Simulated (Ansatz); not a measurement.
System: C$_{2}$H$_{6}$Cl$_{2}$Sn (charge 0, singlet). 
Structure (B3LYP-D3(BJ)/def2-TZVP (Ansatz, a program for electronic structure) minimum search):
```xyz
11

C      1.7429    -1.0544     1.0437
Sn    -0.0218    -0.2329     0.1547
C     -1.9479    -1.1305     0.4081
Cl     0.3749    -0.1034    -2.1650
Cl    -0.1977     1.9931     0.9093
H      1.8997    -2.0635     0.6676
H      2.5829    -0.4210     0.7683
H      1.6281    -1.0691     2.1258
H     -2.2009    -1.1481     1.4664
H     -1.9293    -2.1425     0.0083
H     -2.6721    -0.5295    -0.1367
```

Parts of the frozen-core correlation energy in def2-SVP (Ansatz, hartree). Frozen orbitals: 21; correlated occupied orbitals by spin: 16 and 16; virtual: 83 and 83. No spin-orbit coupling. Past Kr the def2 sets carry scalar-relativistic core potentials.

| term | value |
|---|---|
| reference (HF) | -1211.33215 |
| MP2 opposite-spin | ? |
| MP2 same-spin | ? |
| CCSD correlation | ? |
| (T) | -0.01753 |
| T1 diagnostic | 0.009 |
| largest doubles amplitude | 0.026 |

Q: Complete the blanks.

A: 
- MP2 opposite-spin, value: -0.48103
- MP2 same-spin, value: -0.15254
- CCSD correlation, value: -0.69485
